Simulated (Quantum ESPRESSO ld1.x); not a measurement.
The numbers below are computed, except where a source is named.
Zn3+, 27 electrons, occupied as [Ne] 3s2 3p5.75 3d9 4p0.25 (fractional occupations, a model configuration). Level of theory: scalar-relativistic Kohn-Sham, LDA (Slater exchange, Perdew-Wang correlation), spin-polarised, spherical densities, point nucleus; open shells are filled with parallel spins first (ld1.x of Quantum ESPRESSO 7.5).

Radial electron density D(r) = 4 pi r^2 rho(r):

r (bohr)  D(r) (e/bohr)   spin D(r)
0.004265          3.640  -0.0000480
0.004848          4.512  -0.0000559
0.005554          5.640  -0.0000635
0.006363          7.006  -0.0000684
0.00729           8.643  -0.0000667
0.008286          10.45  -0.0000537
0.009493          12.68  -0.0000178
0.01088           15.22   0.0000571
0.01236           17.89    0.000187
0.01416           20.95    0.000425
0.01623           24.17    0.000829
0.01844           27.22     0.00144
0.02113           30.29     0.00247
0.02421           32.99     0.00406
0.02751           34.97     0.00632
0.03152           36.27     0.00984
0.03611           36.58      0.0149
0.04104           35.96      0.0217
0.04702           34.47      0.0313
0.05387           32.49      0.0441
0.06123           30.67      0.0591
0.07014           29.41      0.0783
0.08036           29.40       0.100
0.09134           30.82       0.122
0.1046            33.69       0.145
0.1199            37.29       0.165
0.1374            40.47       0.183
0.1561            41.92       0.201
0.1789            40.95       0.230
0.2049            37.23       0.282
0.2329            31.95       0.371
0.2668            25.99       0.523
0.3057            21.45       0.742
0.3474            19.54       0.999
0.398             20.06        1.29
0.456             22.09        1.54
0.5183            23.83        1.68
0.5938            24.11        1.69
0.6803            22.23        1.55
0.7732            18.81        1.32
0.8859            14.35        1.03
1.015             10.00       0.754
1.153             6.603       0.539
1.322             3.961       0.377
1.514             2.239       0.276
1.721             1.257       0.221
1.972            0.6645       0.182
2.259            0.3488       0.147
2.588            0.1833       0.110
2.941           0.09836      0.0738
3.37            0.04769      0.0414
3.861           0.02044      0.0192
4.388          0.007817     0.00759
5.027          0.002259     0.00223
5.759         0.0004984    0.000496

D(r) has 3 maxima, at r = 0.0353, 0.160, 0.566 bohr, and minima at 0.0754, 0.359 bohr, inside which lie 2.10, 10.90 electrons.
